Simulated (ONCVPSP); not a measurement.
**Before and after: ONCV potential for Ga (Z = 31)**

Ga, optimised norm-conserving Vanderbilt (ONCV), made with ONCVPSP 4.0.1 (PW91, scalar-relativistic). Core [Ar] 3d10, reference 4s2 4p1. Waves: 4s: rc 1.55 bohr, ncon 3, nbas 7, qcut 4.3 1/bohr, 1 projector; 4p: rc 2.80 bohr, ncon 4, nbas 8, qcut 3.1 1/bohr, 1 projector; d scattering state at 0.2 Ha: rc 2.45 bohr, ncon 4, nbas 6, qcut 3.5 1/bohr, 3 projectors, debl 3.7 Ha. Local part: polynomial inside 1.45 bohr (lpopt 5, dvloc0 6 Ha). Core correction: Teter function, fcfact 2.5, rcfact 1.45.

All-electron outer shells of the reference configuration (PW91, scalar-relativistic, ld1.x):

```
shell  level (eV)  outermost node (bohr)  outermost maximum (bohr)
   3p      -98.91                   0.24                      0.56
   3d      -19.24                      –                      0.53
   4s       -9.02                   0.81                      1.90
   4p       -2.62                   0.87                      2.53
```

Change: core correction Teter function, fcfact 5.6, rcfact 1.45.

Cutoffs: the cutoffs (Ha) at which the residual kinetic energy of the hardest occupied pseudo-wave falls to 1 and 0.1 mHa per electron; they do not see the model core or the augmentation charge, which bear on the density cutoff. Errors are all-electron minus pseudo energies relative to the spin-unpolarised reference configuration.

Task: Predict the effect on cutoff, ghosts and configuration errors.

Result: The potential gets neither clearly harder nor softer (7.4 Ha and 9.9 Ha → 7.4 Ha and 9.9 Ha); of the 4 tests that both files solve, the error grows in 4 and shrinks in 0 by more than 15 % and 0.3 meV (median size 20.0 → 45.9 meV); neither file shows a bound ghost. A model core, the more so a compact one, raises the density cutoff, which this test does not measure.

| quantity | base | changed |
| --- | --- | --- |
| cutoff, loose | 7.4 Ha | 7.4 Ha |
| cutoff, tight | 9.9 Ha | 9.9 Ha |
| bound ghosts | none | none |
| GHOST(+) flags under 300 eV | none | none |
| error for 4s2 4p0, meV [ΔE 5.75 eV] | -12 | -34 |
| error for 4s1 4p0, meV [ΔE 26.97 eV] | -167 | -343 |
| error for 4s2 4p0.5, meV [ΔE 2.05 eV] | -1.1 | -4.4 |
| error for 4s1 4p1, meV [ΔE 13.15 eV] | -28 | -57 |
| s: phases at 1.57 bohr within 0.05 rad from the reference energy up to (Ha; the scan ends near 5) | 1.8 | 1.8 |
| p: phases at 2.84 bohr within 0.05 rad from the reference energy up to (Ha; the scan ends near 5) | 1.0 | 1.0 |
| d: phases at 2.49 bohr within 0.05 rad from the reference energy up to (Ha; the scan ends near 5) | to the end of the scan | to the end of the scan |
| rms error of d²Exc/dni dnj with the model core, mHa | 1.73 | 1.69 |

Base: The cutoffs count occupied waves only; projector 3 of the d channel, the hardest unoccupied one, needs 41 Ha at the loose tolerance. Changed file: The cutoffs count occupied waves only; projector 3 of the d channel, the hardest unoccupied one, needs 41 Ha at the loose tolerance.
